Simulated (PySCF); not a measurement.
CH6O2Si2, SMILES O=CO[SiH2][SiH3].

Geometry: PBE0-D3(BJ)/def2-SVP. The structure was generated by enumeration, and PubChem lists no compound with its InChIKey, so it may never have been made. The values are those of a single conformer.

Computed with B3LYP/def2-TZVP in PySCF.

The molecule is in vacuum.

```
Quantity                                                                                                       Result
---------------------------------------------------------------------------------------------  ----------------------
total energy                                                                                       -771.32774 hartree
highest occupied level                                                                                       -8.06 eV
lowest empty level                                                                                           -0.64 eV
orbital gap                                                                                                   7.42 eV
dipole moment                                                                                                  1.44 D
quadrupole, principal values (traceless, Buckingham form, about the centre of nuclear charge)   -5.93, 1.12, 4.81 D·Å
mean static polarisability                                                                      73.3 bohr³ (10.87 Å³)
polarisability, principal values                                                               59.6, 76.7, 83.7 bohr³
```
